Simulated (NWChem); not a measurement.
**Lowest excitation of HF2Ga**

SMILES: [F][GaH][F]
```xyz
4

Ga     0.0000     0.0000    -0.3177
H      0.0000     0.0000    -1.8593
F      1.4476     0.0000     0.6505
F     -1.4476     0.0000     0.6505
```
Charge 0, spin multiplicity 1.

Program: NWChem. Structure: optimised with PBE0/def2-SVP, a minimum by its harmonic frequencies.

Basis set: def2-SVPD.

The Hamiltonian is non-relativistic. B3LYP has NWChem's definition, with VWN1-RPA local correlation. The structure started from a generated list of species.

Question: One of these methods gave a lowest vertical singlet excitation energy of 6.70 eV. Which?
A. CIS
B. TD-PBE0
C. TD-PBE
D. TD-B3LYP

Answer: C, TD-PBE. The others give 9.02 (CIS), 7.30 (TD-B3LYP), 7.50 (TD-PBE0).
